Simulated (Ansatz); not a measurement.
CH$_{4}$AlB$_{2}$Cl, SMILES `Cl[B]1B[CH2][AlH]1` at its PBE0-D4/def2-TZVP geometry, where that method's forces vanish. Charge 0, multiplicity 1.

```xyz
9

Cl   -1.7874    0.8738   -2.5128
B    -0.9159    0.2155   -1.1826
B     0.6752   -0.1589   -0.8092
C     0.9340    0.2251    0.6208
Al   -0.9784   -0.3944    0.8318
H     1.3868   -0.9505   -1.3628
H     1.8576    0.0788    1.1702
H     0.3749    1.1001    1.0585
H    -1.5468   -0.9894    2.1861
```

Problem. What forces (eV/Å) does PBE-D4/def2-TZVPP give on these atoms in Ansatz? (An estimate is asked.)

Solution. The calculation gave: 
```
Cl1 -0.114  0.072 -0.152
B2   0.156 -0.044  0.014
B3  -0.207 -0.020 -0.131
C4   0.143 -0.005  0.036
Al5 -0.168  0.022 -0.075
H6   0.082 -0.080 -0.058
H7   0.208 -0.005  0.110
H8  -0.095  0.127  0.120
H9  -0.006 -0.068  0.135
```
